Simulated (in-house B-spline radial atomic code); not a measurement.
Al⁺. Computed with a B-spline radial atomic code. Model: non-relativistic spherical atom: semilocal Troullier-Martins pseudo-atom, one channel per l, against all electrons, high spin, G0W0 and RPA with empty states to l = 8, local potential for every l without a channel, a model core (radius 0 = none) keeps its share of the functional.

What the tables leave out is listed at the end.

The pseudopotential gives back the lowest level of each angular momentum of its own functional in the configuration it was made in; a second state of the same l is only approximately right. Exact exchange, RPA and GW see the smooth pseudo-orbitals and miss the exchange with the core, for which the functional's share stands in. The column with an uncorrelated core keeps all orbitals and exact exchange, and so separates missing core correlation from pseudisation. Only the three outermost levels and the lowest empty one were computed. RPA here is direct RPA, with no exchange kernel, and its energies carry an (l + 1/2)⁻⁴ tail. A hybrid on a potential with a model core restores only its own semilocal share of the core's exchange.

Command:
```bash
python run_psgw.py task.json out
```
Settings (lengths in bohr, energies in hartree):
```
Z                      13
electrons              12
configuration          [Ne] 3s2
generated_in           [Ne] 3s2 3p1
functional             pbe,pbe
core_shells            2
radius_factor          1
core_correction        True
ion_configuration      [Ne] 3s1
```

Run time, properties included: 34 s on 1 thread of Arm Neoverse N1, with other jobs on the host.

Given: made with PBE; model core radius 0.183 bohr; local radius 0.863 bohr; mean-field start PBE.

Valence shells of the generating configuration: 2p, 3s, 3p.

Channel: s 2.094, p 0.646 (radii in bohr).

Computed: largest level miss in the spin-unpolarised generating configuration 0.015 eV; valence RPA correlation energy all-electron orbitals -0.44007 hartree; valence RPA correlation energy pseudo -0.53798 hartree; all-electron RPA polarisability, core included 18.334 bohr³; pseudo-atom RPA polarisability 18.374 bohr³; ionisation by RPA all-electron 19.247 eV; ionisation by RPA pseudo minus all 0.299 eV.

```json
{"level": "3s", "occupied": "1", "mean-field all-electron (eV)": "-14.785", "mean-field pseudo minus all (eV)": "0.018", "G0W0 all-electron (eV)": "-18.974", "G0W0 uncorrelated core minus all (eV)": "-0.036", "G0W0 pseudo minus all (eV)": "-0.29", "exchange self-energy all-electron (eV)": "-12.234", "exchange self-energy pseudo (eV)": "-11.49"}
{"level": "3p (empty)", "occupied": "0", "mean-field all-electron (eV)": "-9.0649", "mean-field pseudo minus all (eV)": "0.032", "G0W0 all-electron (eV)": "-6.3124", "G0W0 uncorrelated core minus all (eV)": "0.012", "G0W0 pseudo minus all (eV)": "0.138", "exchange self-energy all-electron (eV)": "-3.2088", "exchange self-energy pseudo (eV)": "-2.8156"}
```

Q: What is the ionisation by mean-field all-electron?

A: 18.76 eV.

Q: What is the ionisation by mean-field pseudo minus all?

A: -0.028 eV.

Given: mean-field start PBE0.

Computed: valence RPA correlation energy all-electron orbitals -0.41599 hartree; valence RPA correlation energy pseudo -0.51412 hartree; all-electron RPA polarisability, core included 16.237 bohr³; ionisation by mean-field all-electron 18.654 eV; ionisation by mean-field pseudo minus all 0.064 eV; ionisation by RPA pseudo minus all 0.268 eV.

```
     level  occupied  mean-field all-electron (eV)  mean-field pseudo minus all (eV)  G0W0 all-electron (eV)  G0W0 uncorrelated core minus all (eV)  G0W0 pseudo minus all (eV)  exchange self-energy all-electron (eV)  exchange self-energy pseudo (eV)
        3s         1                       -15.739                            -0.053                 -18.979                                 -0.032                      -0.276                                 -12.111                           -11.569
3p (empty)         0                       -8.2233                             0.121                 -6.2337                                  0.011                       0.182                                  -2.999                           -2.6438
```

Q: What is the pseudo-atom RPA polarisability?

A: 15.934 bohr³.

Q: What is the ionisation by RPA all-electron?

A: 19.048 eV.

Among the listed levels the largest G0W0 shift of the pseudo-atom is -0.29 eV, for 3s on the PBE start, while leaving the core uncorrelated moves that level by -0.04 eV. So pseudisation and the lost core exchange, not the missing core correlation, make the error. Not in the tables (levels of low weight, unsolved or above zero; the highest and the empty levels are kept at any weight): on PBE the G0W0 levels 2p (pseudo minus all +1.71 eV, weights 0.60 and 0.34); on PBE0 the G0W0 levels 2p (pseudo minus all +3.87 eV, weights 0.80 and 0.70); no Hartree-Fock pseudo-atom is run with a model core.
